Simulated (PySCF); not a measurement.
C₄H₈Si, SMILES C(/[SiH3])=C/C=C, GFN2-xTB optimised geometry.

```
13

C      2.70     0.48     0.00
C      1.37     0.51     0.00
C      0.55    -0.68     0.00
C     -0.78    -0.68     0.00
Si    -1.90     0.83     0.00
H      3.25    -0.45     0.00
H      3.29     1.38     0.00
H      0.84     1.45     0.00
H      1.10    -1.62     0.00
H     -1.28    -1.65     0.00
H     -1.67     1.65    -1.19
H     -1.67     1.64     1.20
H     -3.29     0.36    -0.01
```

Density from CAM-B3LYP/def2-TZVP run with PySCF 2.14.0 at that geometry.

Minimum of the electron density along straight lines between bonded atoms, close to the bond critical point (lines longer than 1.1 times the sum of covalent radii, or with two minima, are not listed):

| bond | length / Å | ρ at the minimum / e bohr⁻³ | ∇²ρ there / e bohr⁻⁵ | position (fraction from the first atom) |
|---|---|---|---|---|
| C1–C2 | 1.330 | 0.357 | -1.12 | 0.50 |
| C2–C3 | 1.443 | 0.294 | -0.87 | 0.50 |
| C3–C4 | 1.337 | 0.351 | -1.08 | 0.51 |
| C4–Si5 | 1.881 | 0.120 | 0.18 | 0.61 |
| C1–H6 | 1.078 | 0.288 | -1.04 | 0.65 |
| C1–H7 | 1.076 | 0.290 | -1.05 | 0.65 |
| C2–H8 | 1.082 | 0.288 | -1.03 | 0.64 |
| C3–H9 | 1.086 | 0.286 | -1.03 | 0.65 |
| C4–H10 | 1.084 | 0.283 | -0.99 | 0.64 |
| Si5–H11 | 1.467 | 0.125 | 0.17 | 0.49 |
| Si5–H12 | 1.467 | 0.125 | 0.17 | 0.49 |
| Si5–H13 | 1.465 | 0.125 | 0.17 | 0.49 |
